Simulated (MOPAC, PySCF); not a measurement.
aluminium nitride flake of 2 rings (naphthalene shape) `[NH]1[AlH][NH][Al]2[NH][AlH][NH][AlH][N]2[AlH]1`, neutral singlet in the gas phase. 

Z-matrix (Å, degrees):
```
N
Al 1 1.8039
N 2 1.7976 1 117.92
H 3 1.0198 2 116.49 1 -179.98
Al 3 1.7961 4 118.16 2 179.93
N 5 1.7932 3 113.81 4 179.89
H 6 1.0191 5 117.70 3 179.91
Al 6 1.7969 7 117.60 5 179.97
N 8 1.7969 6 123.07 7 0.41
H 9 1.0191 8 117.60 6 0.41
Al 9 1.7932 10 117.70 8 -179.98
N 11 1.7961 9 113.81 10 179.89
H 12 1.0198 11 118.16 9 179.91
Al 12 1.7977 13 116.49 11 -179.91
H 14 1.5804 12 120.22 13 0.24
H 2 1.5804 3 120.22 4 0.29
H 11 1.5811 9 122.91 10 -0.30
H 5 1.5812 6 122.91 7 -0.32
```
Charge 0, multiplicity 1.

All levels are single points at this geometry (B3LYP-D3(BJ)/def2-SVP); Pople sets use spherical d functions. Orbital energies aren't observables, and empty levels follow the basis.

```json
[
 {"level": "B3LYP-D3(BJ)/def2-SVP in PySCF", "HOMO (eV)": "-6.64", "LUMO (eV)": "-0.56", "gap (eV)": "6.08", "dipole (D)": "1.41", "vertical IE, Delta-SCF (eV)": "8.29"},
 {"level": "CAM-B3LYP-D3(BJ)/def2-SVP in PySCF", "HOMO (eV)": "-8.23", "LUMO (eV)": "0.59", "gap (eV)": "8.81", "dipole (D)": "1.39", "vertical IE, Delta-SCF (eV)": "8.80"},
 {"level": "PBE-D3(BJ)/def2-SVP in PySCF", "HOMO (eV)": "-5.66", "LUMO (eV)": "-1.15", "gap (eV)": "4.51", "dipole (D)": "1.44", "vertical IE, Delta-SCF (eV)": "–"},
 {"level": "B3LYP/6-31G* in PySCF", "HOMO (eV)": "-6.58", "LUMO (eV)": "-0.54", "gap (eV)": "6.04", "dipole (D)": "1.41", "vertical IE, Delta-SCF (eV)": "8.23"},
 {"level": "PBE/6-31G* in PySCF", "HOMO (eV)": "-5.61", "LUMO (eV)": "-1.17", "gap (eV)": "4.44", "dipole (D)": "1.44", "vertical IE, Delta-SCF (eV)": "–"},
 {"level": "HF/6-31G* in PySCF", "HOMO (eV)": "-9.97", "LUMO (eV)": "2.62", "gap (eV)": "12.59", "dipole (D)": "1.33", "vertical IE, Delta-SCF (eV)": "–"},
 {"level": "AM1 in MOPAC", "HOMO (eV)": "-9.18", "LUMO (eV)": "-0.33", "gap (eV)": "8.85", "dipole (D)": "1.06", "vertical IE, Delta-SCF (eV)": "–"},
 {"level": "PM3 in MOPAC", "HOMO (eV)": "-9.03", "LUMO (eV)": "-2.37", "gap (eV)": "6.66", "dipole (D)": "1.68", "vertical IE, Delta-SCF (eV)": "–"},
 {"level": "PM6 in MOPAC", "HOMO (eV)": "-8.24", "LUMO (eV)": "2.77", "gap (eV)": "11.01", "dipole (D)": "0.99", "vertical IE, Delta-SCF (eV)": "–"},
 {"level": "PM7 in MOPAC", "HOMO (eV)": "-11.20", "LUMO (eV)": "0.94", "gap (eV)": "12.14", "dipole (D)": "2.95", "vertical IE, Delta-SCF (eV)": "–"}
]
```
